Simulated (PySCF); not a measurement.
FLi, charge -1, doublet, at a GFN2-xTB geometry (such geometries of metal compounds can be far from the true shape) (a state made from the parent by changing its charge; the spin is typed, not shown lowest) (in this run its highest filled SCF level lies above zero, so its values depend strongly on the basis, on diffuse functions most of all). Base run: PBE/def2-SVP (PySCF).

PySCF was given this input:
```python
from pyscf import gto, scf, dft

mol = gto.Mole()
mol.atom = '''
    Li   -0.000000   -0.000000   -1.397557
    F     0.000000    0.000000    0.465852
'''
mol.basis = 'def2-svp'
mol.charge = -1
mol.spin = 1
mol.verbose = 4
mol.build()

mf = dft.UKS(mol)
mf.xc = 'pbe'
mf.kernel()
```

The base run was repeated with changes; each row names its change, and settings that it needs were set with it.

| change | E (Eh) | HOMO (eV) | <S^2> | outcome |
|---|---|---|---|---|
| base | -107.19884 | 1.62 | 0.751 | converged |
| functional = mn12l | - | - | - | not converged |
| functional = blyp; dispersion = d3bj | -107.30500 | 1.82 | 0.750 | converged |
| functional = tpssh | -107.31246 | 1.43 | 0.750 | converged |
| functional = pw91,pw91 | -107.27925 | 1.60 | 0.751 | converged |
| functional = blyp | -107.30446 | 1.82 | 0.750 | converged |
| functional = b3lyp; dispersion = d3zero | -107.32430 | 1.30 | 0.750 | converged |
| functional = pbe0; dispersion = d4 | -107.20077 | 1.13 | 0.750 | converged |
| functional = pbe0 | -107.20047 | 1.13 | 0.750 | converged |
| functional = pw6b95 | -107.43478 | 1.22 | 0.751 | converged |
| functional = m06l | - | - | - | not converged |
| functional = blyp; dispersion = d4 | -107.30531 | 1.82 | 0.750 | converged |
| functional = wb97x_v | -107.26839 | -0.10 | 0.750 | converged |

Absolute energies of different levels of theory aren't comparable as measures of quality.

Open shells are given as the SCF converged; they aren't shown to be the lowest states, and a large step between rows can be another state.
